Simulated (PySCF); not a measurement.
Compound: C2H7F3GeSi.
Cartesian coordinates in Å at the PBE0-D3(BJ)/def2-SVP level; atoms count from 1:
```xyz
14
C2H7F3GeSi angstrom
F     -0.9668    1.4293    0.9296
C     -1.7123    0.5966    0.1838
F     -1.7302    1.0954   -1.0598
F     -2.9614    0.6671    0.6537
C     -1.1721   -0.8002    0.2160
Ge     0.6164   -0.9933   -0.6095
Si     2.0940    0.7161    0.1434
H     -1.8812   -1.4573   -0.3077
H     -1.1237   -1.1242    1.2652
H      1.1265   -2.3867   -0.1929
H      0.4588   -0.9707   -2.1406
H      2.1012    0.7490    1.6369
H      1.6629    2.0428   -0.3853
H      3.4766    0.4195   -0.3418
```

Linear response at PBE0/def2-SVPD (PySCF, frozen core in the response, non-relativistic). The PBE0/def2-SVPD calculation is non-relativistic and has no spin–orbit coupling, an omission that weighs most on germanium.

Static isotropic polarisability: 89.10 au (13.20 Å³), principal values 77.7, 88.2, 101.5 au.

Task: What is the polarisability at 1064 nm and at the sodium D line?

Result: 89.98 au at 1064 nm (+1.0 %), 92.06 au at 589.3 nm (+3.3 %). The rise at 589.3 nm is 3.36 times that at 1064 nm; a pure ω² law gives 3.26. The lowest singlet lies at 171 nm, shorter than both wavelengths.

Task: What is the isotropic C6 coefficient between two such molecules, C6 = (3/π)∫α(iω)² dω?

Result: 2969 au (Eh·bohr⁶) by a ten-point quadrature over imaginary frequencies, which is 1770 eV·Å⁶ or 171 J·nm⁶/mol.

Task: Which effective excitation energy ω̄ makes London's formula C6 = (3/4)α²ω̄ exact here?

Result: ω̄ = 4·C6/(3α²) = 0.499 Eh = 13.6 eV. A one-pole form α(ω) = α/(1 − ω²/ω̄²) fitted to the 1064 nm value gives 11.8 eV. London's choice of the ionisation energy (10.32 eV, ΔSCF at the same level) gives C6 = 2260 au, 24 % too low.

Task: The lowest 10 singlets have (eV, f): 7.26, 0.054; 7.45, 0.044; 7.53, 0.038; 7.77, 0.368; 8.23, 0.002; 8.26, 0.026; 8.32, 0.083; 8.45, 0.031; 8.49, 0.006; 8.60, 0.043. What share of the static polarisability do they carry in the sum over states α = Σ f/ω²?

Result: 8.35 au, 9.4 % of α; the largest term, 4.51 au, is that of the state at 7.77 eV. Their oscillator strengths add up to 0.69. Higher states carry the rest.

Task: What does −C6/R⁶ come to at R = 12 Å between centres?

Result: -57 J/mol. This is the leading, orientation-averaged term; C8 and higher terms are left out.

Task: How many electrons N does the Slater–Kirkwood formula C6 = (3/4)·√N·α^(3/2) need to give this C6?

Result: N = (4·C6/3)²/α³ = 22.2; the species has 92 electrons in all.

Task: What n − 1 at the D line would an ideal gas of it have at 273.15 K and 1 atm (2.6868 × 10¹⁹ cm⁻³), by n − 1 = 2π·N·α′?

Result: 23.03 × 10⁻⁴, a formal value whether or not that pressure can be reached.

Task: What molar refraction at the D line follows from R = (4π/3)·N_A·α′, with α′ the polarisability volume?

Result: α′ = 13.64 Å³ gives R = 34.41 cm³/mol, for isolated, non-vibrating species.

Task: How anisotropic is the static polarisability, by Δα² = ½[(α1 − α2)² + (α2 − α3)² + (α3 − α1)²]?

Result: Δα = 20.6 au, or 0.23 of the isotropic value.

One conformer stands for the species.
